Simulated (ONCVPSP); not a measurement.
Transferability test, ONCV potential for S (Z = 16)

```
Element                 : sulfur (S)
Generator               : ONCVPSP 4.0.1
Type                    : optimised norm-conserving Vanderbilt (ONCV)
Functional              : LDA (Perdew-Wang 92)
Relativity              : scalar-relativistic
Frozen core             : [He]
Valence charge          : 14
Reference configuration : 2s2 2p6 3s1.5 3p4.5
Partial waves           : 2s+3s: rc 0.80 bohr, ncon 4, nbas 7, qcut 12.2 1/bohr, 3 projectors, debl 3.5 Ha; 2p+3p: rc 0.90 bohr, ncon 5, nbas 9, qcut 13.4 1/bohr, 2 projectors; d scattering state at 0.1 Ha: rc 0.80 bohr, ncon 4, nbas 7, qcut 11.6 1/bohr, local
Local potential         : the d channel
Core correction         : polynomial model core, fcfact 0.15
```

Energies are relative to the spin-unpolarised reference configuration 2s2 2p6 3s1.5 3p4.5; without spin polarisation the order of configurations can differ from experiment.

```
valence configuration  charge  ΔE all-electron (eV)  error AE − PS (meV)
      2s2 2p6 3s2 3p4       0                -5.104                 -0.2
      2s2 2p6 3s2 3p2      +2                29.123                 +5.4
    2s2 2p6 3s2 3p3.5    +0.5                -0.398                 +0.2
```

Task: What are ΔE and the potential's error for 2s2 2p6 3s2 3p3?

Result: ΔE = 6.754 eV all-electron; the error (AE − PS) is +1.1 meV.
